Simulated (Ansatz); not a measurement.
The same hydrogen abstraction along the group C, Si, Ge, Sn.

Isolated molecules relaxed with PBE0-D4/def2-TZVP in Ansatz; ΔE leaves out vibrations. CBS: MP2 limit from def2 TZ/QZ plus the TZ coupled-cluster correction, frozen cores. Small cases extrapolate CCSD(T) itself. DFT in def2-TZVPP. No spin–orbit coupling; open shells (•) take unrestricted orbitals. Elements past krypton have def2 core potentials. For Ge, Sn outer-core shells are correlated without core-valence functions, which leaves a few kJ/mol of doubt a bond. Scalar relativity is left out up to krypton.

```tsv
reaction	revPBE-D4 (kJ/mol)	ωB97X-V (kJ/mol)	CCSD(T)/CBS(def2) (kJ/mol)
CH₄ + `[OH]`• → `[CH3]`• + H₂O	-49	-42	-56
SiH₄ + `[OH]`• → `[SiH3]`• + H₂O	-127	-107	-122
GeH₄ + `[OH]`• → `[GeH3]`• + H₂O	-148	-133	-147
`[SnH4]` + `[OH]`• → `[SnH3]`• + H₂O	-190	-173	-188
```

Largest T1 diagnostic: 0.015, for `[SnH3]`•.

Extrapolated directly: CH₄ + `[OH]`• → `[CH3]`• + H₂O; SiH₄ + `[OH]`• → `[SiH3]`• + H₂O.
